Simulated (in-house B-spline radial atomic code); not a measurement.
RPA and G0W0 on PBE: Be

Configuration [He] 2s2, mean-field start PBE. Computed with a B-spline radial code for spherical atoms: all electrons, non-relativistic, point nucleus, each spin shell either full or empty, empty states to l = 9 with an (l + 1/2)⁻⁴ tail; G0W0 by contour deformation at full frequency.

Command:
```bash
python run_gw.py task.json out
```
Settings (radii: box in bohr, nucleus in fm):
```
Z                        4
electrons                4
configuration            [He] 2s2
hamiltonian              nr
method                   pbe,pbe
lmax                     9
spin_polarised           False
box_radius               40
intervals                47
ion_configuration        [He] 2s1
```

Run time, properties included: 0.8 s on 1 thread of Arm Neoverse V2, with other jobs on the host.

Energies (hartree):

| term | value |
| --- | --- |
| mean-field total | -14.62994 |
| Hartree-Fock functional on these orbitals | -14.57047 |
| direct second order | -0.25036 |
| second-order exchange | 0.1233 |
| SOSEX correction | 0.089467 |

**Question.** What is the RPA correlation energy, and what remains with SOSEX?

**Answer.** RPA gives -0.18167 hartree (-1.24 eV per electron); RPA + SOSEX gives -0.092207, and the second-order doubles -0.12706 hartree (no singles). SOSEX takes back 49 % of the RPA value.

Quasi-particle levels (eV):

```tsv
level	occupied	mean field	Σx - vxc	Σc	QP weight	G0W0
2s	yes	-5.609	-2.73	?	?	?
2p	no	-2.019	3.99	-1.58	0.828	0.394
```

G0W0 = mean field + (Σx - vxc) + Σc, with Σc (partial-wave tail included) taken at the quasi-particle energy. Levels of low weight are left out. An empty level above zero is unbound and depends on the box.

**Question.** Where does G0W0 put 2s?

**Answer.** At -8.950 eV, with Σc = -0.61 eV and a quasi-particle weight of 0.756. The tabulated removal energy is 9.323 eV (NIST, measured).

**Question.** What does it cost to remove one electron (to [He] 2s1) by differences of total energies, each species on its own start (correlation terms add to the Hartree-Fock functional)?

**Answer.** PBE 8.997 eV, Hartree-Fock functional 8.031 eV, + RPA 9.617 eV, + RPA + SOSEX 9.259 eV, + second order 10.103 eV. Tabulated: 9.323 eV (NIST, measured).
